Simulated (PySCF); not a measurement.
A PySCF script (with the pyscf-properties extension) for the NMR shieldings of SMILES BB[SiH2]O[SiH3], B2H8OSi2, on a GFN2-xTB geometry:

```python
import basis_set_exchange as bse
import numpy as np
from pyscf import gto, dft
from pyscf.prop import nmr

atoms = """
B    -1.850057    0.447164    0.923869
B    -1.790029   -0.655033   -0.225733
Si   -0.021021   -1.080884   -0.973921
O     1.198218   -0.321521   -0.184922
Si    1.916943    0.829881    0.683974
H    -1.945753    1.598209    0.701126
H    -1.753411    0.190936    2.067670
H    -2.677078   -1.254826   -0.706870
H     0.163634   -0.663806   -2.378416
H     0.411093   -2.487768   -0.882731
H     3.158925    0.223849    1.156442
H     1.030192    1.198826    1.789268
H     2.153956    1.975460   -0.195099
"""
names = dict.fromkeys(["B", "Si", "O", "H"], "pcSseg-1")
basis = {el: gto.basis.parse(bse.get_basis(n, elements=[el], fmt="nwchem")) for el, n in names.items()}
mol = gto.M(atom=atoms, basis=basis, charge=0, verbose=0)
mf = dft.RKS(mol, xc="PBE0")
mf.grids.level = 2
mf.grids.alignment = dft.numint.BLKSIZE   # the property module wants whole blocks of grid points
mf.conv_tol = 1e-9
mf.kernel()

calc = nmr.RKS(mf)   # GIAO
C = mf.mo_coeff
Co = C[:, mf.mo_occ > 0]
resp = mf.gen_response(singlet=True, hermi=2)
def vind(x):   # induced exchange potential for any number of trial vectors
    d = np.einsum("pi,xij,qj->xpq", C, 2 * x.reshape(-1, C.shape[1], Co.shape[1]), Co, optimize=True)
    return np.einsum("xpq,pi,qj->xij", resp(d - d.transpose(0, 2, 1)), C, Co, optimize=True).ravel()
mo1, _ = nmr.rhf.solve_mo1(calc, with_cphf=vind)
sigma = calc.kernel(mo1)
for i, s in enumerate(sigma):   # ppm
    print("%2d %-2s %9.2f" % (i, mol.atom_pure_symbol(i), np.trace(s) / 3))
```

Question: What are the results?

Answer: 
```
 0 B       2.53
 1 B     -29.91
 2 Si    376.74
 3 O     336.35
 4 Si    392.32
 5 H      21.88
 6 H      21.81
 7 H      19.11
 8 H      25.89
 9 H      25.92
10 H      26.60
11 H      27.01
12 H      26.67
```

These numbers come from an equivalent density-fitted implementation of the same equations, which agrees with the script to about 0.01 ppm for H and up to a few tenths of a ppm for heavy atoms, so last digits may differ.

Size and cost of the density-fitted run: 139 basis functions, 20 s wall time on 1 thread of an Arm Neoverse V1, shared host; peak memory 0.68 GiB.
